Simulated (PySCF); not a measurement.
Working out the ionisation energy of Se+

Se+ [Ar] 3d10 4s2 4p3 (4S) → Se(2+) [Ar] 3d10 4s2 4p2 (3P). All numbers are calculated (PySCF 2.14, a scalar-relativistic core potential, in aug-cc-pVDZ-PP with ECP10MDF). Frozen: 3s2 3p6 3d10. Energies in hartree (1 hartree = 27.21139 eV):

```tsv
part	Se+ (lower)	Se(2+) (upper)
UHF	-371.533250	-370.767694
MP2 opposite-spin	-0.042077	-0.037006
MP2 same-spin	-0.015520	-0.007014
```

Problem. What does Hartree-Fock give?

Solution. (-370.767694) − (-371.533250) = 0.765556 hartree = 20.832 eV.

Problem. What do MP2 and SCS-MP2 (6/5 opposite-spin, 1/3 same-spin) give?

Solution. The opposite-spin parts differ by 0.138 eV and the same-spin parts by 0.231 eV. MP2: 20.832 + (0.138) + (0.231) = 21.201 eV. SCS-MP2: 20.832 + 1.2 × (0.138) + (0.231)/3 = 21.075 eV.

Reference: 21.196 ± 0.01 eV (measured; NIST Atomic Spectra Database, ionization energies), between the lowest levels; spin-orbit coupling is absent from the calculation.

A double-zeta basis recovers only part of the correlation energy.

What remains against the reference includes basis incompleteness, the frozen core and correlation beyond second order.
